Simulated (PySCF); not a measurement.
Field gradients at the hydrogen positions

2,2,3-trimethylbutane, C7H16.
Structure used (PBE0-D3(BJ)/def2-SVP), in Å, numbered top down from 1:
```
atom  x, y, z in Å
C1     1.2685   -1.3609    0.4228
C2     0.6479    0.0345    0.4532
C3     1.5480    1.0058   -0.3080
C4    -0.8410    0.0735   -0.0054
C5    -0.9814   -0.2008   -1.5053
C6    -1.6529   -0.9711    0.7680
C7    -1.4364    1.4511    0.3059
H8     1.2649   -1.7856   -0.5941
H9     0.7498   -2.0681    1.0848
H10    2.3188   -1.3175    0.7499
H11    0.6350    0.3599    1.5107
H12    1.1537    2.0320   -0.3159
H13    1.6876    0.6908   -1.3543
H14    2.5465    1.0430    0.1539
H15   -0.5383   -1.1681   -1.7884
H16   -2.0450   -0.2315   -1.7901
H17   -0.5020    0.5822   -2.1120
H18   -1.5090   -0.8632    1.8556
H19   -2.7280   -0.8523    0.5604
H20   -1.3781   -1.9992    0.4903
H21   -2.5033    1.4810    0.0338
H22   -0.9355    2.2570   -0.2503
H23   -1.3587    1.6828    1.3805
```

Level: PBE0/pcSseg-1 (PySCF, non-relativistic); Q(2H) = 0.00286 b; rigid geometry, the same for H and D, with no vibrational averaging.

Task: Give the electric field gradient Vzz (the principal value of largest size), its asymmetry and the 2H coupling at each hydrogen.

Result: 
| atom | bonded to | bond length (Å) | Vzz (au) | η | χzz (kHz) |
| --- | --- | --- | --- | --- | --- |
| H8 | C1 | 1.102 | 0.2909 | 0.02 | 195 |
| H9 | C1 | 1.099 | 0.2954 | 0.02 | 199 |
| H10 | C1 | 1.101 | 0.2925 | 0.02 | 197 |
| H11 | C2 | 1.107 | 0.2770 | 0.01 | 186 |
| H12 | C3 | 1.099 | 0.2956 | 0.02 | 199 |
| H13 | C3 | 1.102 | 0.2908 | 0.02 | 195 |
| H14 | C3 | 1.101 | 0.2930 | 0.02 | 197 |
| H15 | C5 | 1.101 | 0.2931 | 0.02 | 197 |
| H16 | C5 | 1.102 | 0.2919 | 0.02 | 196 |
| H17 | C5 | 1.100 | 0.2932 | 0.02 | 197 |
| H18 | C6 | 1.102 | 0.2907 | 0.02 | 195 |
| H19 | C6 | 1.101 | 0.2917 | 0.02 | 196 |
| H20 | C6 | 1.100 | 0.2937 | 0.01 | 197 |
| H21 | C7 | 1.101 | 0.2917 | 0.02 | 196 |
| H22 | C7 | 1.100 | 0.2945 | 0.02 | 198 |
| H23 | C7 | 1.102 | 0.2909 | 0.02 | 196 |

Isolated species at its PBE0-D3(BJ)/def2-SVP geometry, gas phase. With a basis this small, the couplings can be 20 % off.
